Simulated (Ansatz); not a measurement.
Ansatz (an electronic-structure program) input (CCSD(T)/cc-pV(D+d)Z): A basis named .json is the Basis Set Exchange file of that set (core-valence sets with the plain set on hydrogen).

Ansatz 0.2 input:
```yaml
crystal:
  periodic: [false, false, false]
  atoms:
    - {symbol: N, position_ang: [-0.00000000, -0.00000000, -1.01096879]}
    - {symbol: P, position_ang: [0.00000000, 0.00000000, 0.47178544]}
basis:
  gaussian:
    orbitals: cc-pV_D+d_Z.json
magnetization: {spin_polarized: false}
correlation: {method: ccsd_t, electrons: outside_noble_gas}
```

Output:

```
Functional definition: HF
integrals: 0.01 GiB planned
366 factors; integrals over basis functions are off by at most 8.8e-4 eV
mean field: 0.06 GiB planned
mean field evaluation 1: about -10749.4979 eV, gradient 3.5e1 eV
mean field evaluation 2: about -10749.5065 eV, gradient 3.5e1 eV
mean field evaluation 4: about -10752.5979 eV, gradient 2.2e0 eV
mean field evaluation 8: about -10752.6300 eV, gradient 8.8e-2 eV
mean field evaluation 16: about -10752.6125 eV, gradient 8.4e-1 eV
mean field -10752.63007712 eV, -395.1518669397 hartree, gradient 2.3e-6 eV, S^2 0.000000; 0 other end points of the search recorded, 0 dependent functions left out; unrestricted orbitals would lower it
6 core orbitals not correlated
reference -10752.63007712 eV, -395.1518669397 hartree; 5, 5 occupied and 26, 26 virtual orbitals, 366 factors
second order -7.84612062 eV of doubles, -0.00000000 eV of singles
coupled cluster: 0.05 GiB planned
cycle   1  -7.43743415 eV  change    4.1e-1 eV  update   1.1e-1
cycle   2  -7.84246267 eV  change   -4.1e-1 eV  update   3.9e-2
cycle   3  -7.93804793 eV  change   -9.6e-2 eV  update   1.6e-2
cycle   4  -7.94305255 eV  change   -5.0e-3 eV  update   5.2e-3
cycle   5  -7.95127289 eV  change   -8.2e-3 eV  update   2.4e-3
cycle   6  -7.95116926 eV  change    1.0e-4 eV  update   4.8e-4
cycle   7  -7.95135842 eV  change   -1.9e-4 eV  update   1.3e-4
cycle   8  -7.95151382 eV  change   -1.6e-4 eV  update   3.8e-5
cycle   9  -7.95148815 eV  change    2.6e-5 eV  update   1.1e-5
cycle  10  -7.95148567 eV  change    2.5e-6 eV  update   3.3e-6
coupled cluster: 0.05 GiB planned
perturbative correction -0.43099112 eV, -0.0158386314 hartree
Total energy: -10761.01255391 eV, -395.4599172798 hartree
```
